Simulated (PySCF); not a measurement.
CH6SSeSi, SMILES SC[SiH2][SeH], singlet (CAM-B3LYP/def2-SVP optimised geometry):

```
10

S      1.864    -0.002     1.506
C      1.149    -0.750     0.000
Si    -0.738    -0.750     0.000
Se    -1.552     1.380     0.000
H      1.318    -0.862     2.391
H      1.552    -1.764    -0.155
H      1.511    -0.130    -0.833
H     -1.278    -1.388    -1.232
H     -1.198    -1.520     1.189
H     -0.666     1.764     1.110
```

Level of theory: PySCF with CAM-B3LYP/def2-TZVP.

Task: What are the frontier orbital energies and the dipole moment?

Result: HOMO-2 -10.17 eV, HOMO-1 -8.47 eV, HOMO -8.20 eV, LUMO 0.88 eV, LUMO+1 1.24 eV; dipole moment 1.60 D.

Meta-Löwdin charges at CAM-B3LYP/def2-TZVP: S1 -0.07, C2 -0.51, Si3 0.58, Se4 -0.24, H5 0.09, H6 0.13, H7 0.14, H8 -0.10, H9 -0.11, H10 0.08.
